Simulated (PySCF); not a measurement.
Polarisability and C₆ of Cd+ (cadmium, charge +1)

[Kr] 4d10 5s1, 2S determinant. All numbers are calculated (PySCF 2.14, a scalar-relativistic core potential, in aug-cc-pVTZ-PP with ECP28MDF). Coupled (time-dependent) response in atomic units; α is the mean over directions.

```csv
method,mean α (bohr³),C₆ (like pair),S(−4)
UHF,32.37,192.3,870.9
PBE,22.06,131.2,317.2
PBE0,23.69,139.8,389.3
wB97M-V,26.59,156.9,536.4
```

S(−4) is the Cauchy moment in α(ω) = α(0) + S(−4) ω² + …

α(iu) at PBE:

| u (hartree) | α(iu) (bohr³) |
| --- | --- |
| 0 | 22.06 |
| 0.0500 | 21.30 |
| 0.100 | 19.40 |
| 0.200 | 14.85 |
| 0.300 | 11.40 |
| 0.500 | 7.613 |
| 0.750 | 5.398 |
| 1.00 | 4.177 |
| 1.50 | 2.797 |
| 2.00 | 2.015 |
| 3.00 | 1.181 |
| 5.00 | 0.5364 |

A single London oscillator, α(iu) = α/(1 + u²/ω²), gives C₆ = (3/4) ω α². Matching the computed C₆ needs ω = 4 × 131.2 / (3 × 22.06²) = 0.359 hartree.

For an ion, C₆ is the dispersion term alone; charge-induced terms of lower order in 1/R come first.

Energies and moments cover only the electrons outside the core potential.
